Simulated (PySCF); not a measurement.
**Bonding in `C=CC1=CCC[P@@H+]1C`**

Compound: C7H12P (charge +1).
Numbering: `[CH2:1]=[CH:2][C:3]1=[CH:4][CH2:5][CH2:6][P@@H+:7]1[CH3:8]` (hydrogens: H9, H10 on C1; H11 on C2; H12 on C4; H13, H14 on C5; H15, H16 on C6; H17 on P7; H18, H19, H20 on C8)

Geometry (PBE0-D3(BJ)/def2-SVP, Å), atoms numbered from 1 in this order:
```xyz
20
C7H12P angstrom
C      1.6653   -2.0922   -1.2560
C      1.7617   -0.7578   -1.1998
C      0.7118    0.1360   -0.7375
C      0.7198    1.4895   -0.7161
C     -0.4597    2.2236   -0.1654
C     -1.6163    1.2281    0.0509
P     -0.8269   -0.4071    0.0085
C     -0.6188   -1.1901    1.6146
H      2.4926   -2.7047   -1.6198
H      0.7611   -2.6339   -0.9566
H      2.6849   -0.2681   -1.5262
H      1.5900    2.0492   -1.0752
H     -0.7667    3.0394   -0.8391
H     -0.1743    2.7168    0.7806
H     -2.1784    1.3863    0.9822
H     -2.3363    1.2643   -0.7810
H     -1.5546   -1.3016   -0.8064
H     -0.0026   -2.0944    1.5073
H     -0.1090   -0.4860    2.2880
H     -1.6006   -1.4619    2.0297
```

Bond orders from the PBE0/pcSseg-1 density (PySCF). The structure is a single PBE0-D3(BJ)/def2-SVP conformer in the gas phase; no vibrational or solvent corrections.

(1) Where do the orders between heavy atoms depart from those drawn in the SMILES?

(2) Set the Mayer orders of the bonds beside their lengths.

Answers

(1) The largest departure is 0.290, at C3–C4 (drawn double, 1.710).

(2) 
```tsv
bond	drawn as	length (Å)	Mayer order
C1–C2	double	1.339	1.907
C2–C3	single	1.454	1.068
C3–C4	double	1.354	1.710
C4–C5	single	1.494	1.060
C5–C6	single	1.541	1.004
C6–P7	single	1.816	0.987
P7–C8	single	1.799	1.059
P7–C3	single	1.794	0.945
C1–H9	single	1.092	0.934
C1–H10	single	1.096	0.945
C2–H11	single	1.095	0.955
C4–H12	single	1.095	0.971
C5–H13	single	1.102	0.920
C5–H14	single	1.104	0.911
C6–H15	single	1.099	0.923
C6–H16	single	1.101	0.912
P7–H17	single	1.412	0.909
C8–H18	single	1.100	0.921
C8–H19	single	1.100	0.917
C8–H20	single	1.100	0.922
```

By pair of heavy elements: C–C: lowest C5–C6 (1.004, 1.541 Å), highest C1–C2 (1.907, 1.339 Å). C–P: lowest P7–C3 (0.945, 1.794 Å), highest P7–C8 (1.059, 1.799 Å); in 2 of the 3 pairs the longer bond (by over 0.003 Å) has the higher order (by 0.02 or more).

**Question.** Sum the orders of all bonds at each heavy atom with more than one neighbour and set the sums beside the valence in the SMILES.

**Answer.** C1 3.786 (drawn 4), C2 3.930 (drawn 4), C3 3.723 (drawn 4), C4 3.741 (drawn 4), C5 3.895 (drawn 4), C6 3.826 (drawn 4), P7 3.900 (drawn 4), C8 3.819 (drawn 4). Orders between atoms that aren't bonded are not in these sums.

The Mayer order sums products of elements of PS (density times overlap matrix) between the two atoms' basis functions, so it depends on the basis set.
